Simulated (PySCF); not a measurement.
# One molecule, several mistakes: CGe2H6N

Calculated results; nothing here was measured. The program is PySCF 2.14.0, an open-source quantum chemistry code, run on an isolated molecule that a program drew, which may never have been made. The molecule is CGe2H6N (charge 0, doublet), drawn as the SMILES string `[GeH2]=[N][CH][GeH3]`.

Each row is a Hartree-Fock (HF) and frozen-core CCSD(T) single point in the cc-pVDZ basis, meant for a local HF minimum. Run 1 is clean. Each other run has one planted mistake out of seven kinds, and not every kind appears here: one electron removed, one electron added, multiplicity raised by two, geometry at a saddle point, minimal basis STO-3G, one bond length entered in bohr, all coordinates scaled. The reference is restricted for singlets and unrestricted otherwise, and also for a bond in bohr. Adding or removing an electron swaps singlet and doublet. Electrons count all cores. HOMO and LUMO are orbital energies over both spins, the gradient is its largest component, and the lowest frequency (negative if imaginary) is given only where the gradient is small. Bond lengths are over the 9 bonds as drawn. T1 is the CCSD diagnostic: over 0.02 (restricted) or 0.045 (unrestricted) a single reference is doubtful. Germanium has the cc-pVDZ-PP basis, with a core potential (ECP10MDF) in place of its 10 inner electrons, and its 3s, 3p and 3d shells are frozen in CCSD(T).

Geometry of the clean run:
```xyz
10
CGe2H6N, angstrom
Ge   -1.1908    0.1829    1.0946
N     0.5241   -0.5397    0.8887
C     1.2532   -0.4159   -0.1269
Ge    3.0481   -1.2559   -0.1543
H    -2.1420   -0.9964    1.3607
H    -1.1429    1.0985    2.3297
H     0.9417    0.1474   -1.0207
H     3.2649   -2.0162    1.1495
H     3.1439   -2.2062   -1.3551
H     4.1135   -0.1653   -0.3253
```

```
run,electrons,basis functions,<S^2>,HOMO (eV),LUMO (eV),gradient (hartree/bohr),lowest frequency (cm^-1),mean bond (Å),longest bond (Å),T1,HF (hartree),CCSD(T) (hartree),mistake
1,83,104,0.780,-8.54,1.07,2.6e-05,51,1.5424,1.982,0.0216,-682.49664,-683.04219,no fault
2,82,104,0.000,-14.96,-6.40,5.8e-02,-,1.5424,1.982,0.0298,-682.22028,-682.77822,one electron removed
3,83,104,3.775,-6.45,-0.28,9.8e-02,-,1.5424,1.982,0.0269,-682.39307,-682.90734,multiplicity raised by two
4,84,104,0.000,-0.83,7.50,6.1e-02,-,1.5424,1.982,0.0141,-682.49047,-683.06127,?
5,83,104,0.755,-8.19,1.48,2.1e-01,-,1.3944,1.792,0.0173,-682.37836,-682.90204,?
```

**Which mistake was planted in run 4, and what did it cost?**

It counts 84 electrons, one more than the clean run, at the same geometry and basis. So the mistake is: one electron added. Subtracting run 1 and multiplying by 627.51 kcal/mol a hartree, the energy moved by 3.9 kcal/mol in HF and -12.0 kcal/mol in CCSD(T).

**Which mistake was planted in run 5, and what did it cost?**

The mean and the longest bond both change by the same factor, 0.904, and the gradient is no longer small. So the mistake is: all coordinates scaled. Subtracting run 1 and multiplying by 627.51 kcal/mol a hartree, the energy moved by 74.2 kcal/mol in HF and 87.9 kcal/mol in CCSD(T).

Cautions from the logs. Run 2: T1 is over the limit, so its CCSD(T) energy is less reliable.
